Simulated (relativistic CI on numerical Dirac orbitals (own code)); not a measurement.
# Ag4+ (4d7) in a crystal field

Calculated by Dirac-Coulomb-Breit CI, orbitals from a KLI potential per configuration, QED by a radiative potential, valence Slater integrals scaled by 0.7, one configuration in a parametric crystal field (own radial code).

Field parameters in Wybourne normalisation: D4h B²₀ = −7Ds, B⁴₀ = 21(Dq − Dt), B⁴₄ = 21√(5/14) Dq. The field is a parameter set, without covalency.

S is read from ⟨S²⟩ = S(S + 1).

Levels (cm⁻¹, degeneracy): 0 (2), 157 (2), 24987 (2), 25895 (2), 26377 (2), 28359 (2), 28466 (2), 28786 (2), 38628 (2), 38779 (2), 40404 (2), 40478 (2).

Which field gives this pattern?
A. D4h, 10Dq = 41400, Ds = -680, Dt = -80 cm⁻¹
B. D4h, 10Dq = 41400, Ds = 2590, Dt = -80 cm⁻¹
C. D4h, 10Dq = 41400, Ds = -1500, Dt = -80 cm⁻¹
D. D4h, 10Dq = 41400, Ds = 140, Dt = -80 cm⁻¹

D. D4h, 10Dq = 41400, Ds = 140, Dt = -80 cm⁻¹, ground level with S = 0.52.
